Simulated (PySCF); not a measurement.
A run for PySCF: R-MP2/6-31G* on GeH4 (SMILES [GeH4]) with ghost functions, monomers drawn apart or pushed together.

```python
from pyscf import gto, scf, dft, mp
from pyscf.data.elements import chemcore

mol = gto.M(
    atom='''
    Ge   -0.05567141   -0.45029252    6.70819318
    H    -0.99100600    0.70053477    6.31374255
    H     1.37029470   -0.14623835    6.22780207
    H    -0.54611984   -1.75975584    6.07590395
    H    -0.05188113   -0.59774977    8.23982231
    ghost-C    0.60878869    0.32711738   -0.00530544
    ghost-C   -0.56063943    0.07344282   -0.02098709
    ghost-H    1.64718112    0.55186810    0.01357255
    ghost-H   -1.59899138   -0.15205459   -0.03260470
    ''',
    basis='6-31g*',
    cart=True,
    charge=0, spin=0, verbose=3, max_memory=1800)
mf = scf.RHF(mol)
mf.conv_tol = 1e-8
mf.max_cycle = 100
mf.kernel()
if not mf.converged:
    mf = mf.newton().run(mf.mo_coeff, mf.mo_occ)
pt = mp.MP2(mf, frozen=chemcore(mol)).run()
```

It printed:

```
converged SCF energy = -2077.38039542402
E(RMP2) = -2077.63763032693  E_corr = -0.257234902911362
E(SCS-RMP2) = -2077.62400952329  E_corr = -0.243614099271892
```

The calculation finished and met its thresholds.

Cost: very roughly 1.1 core-seconds.
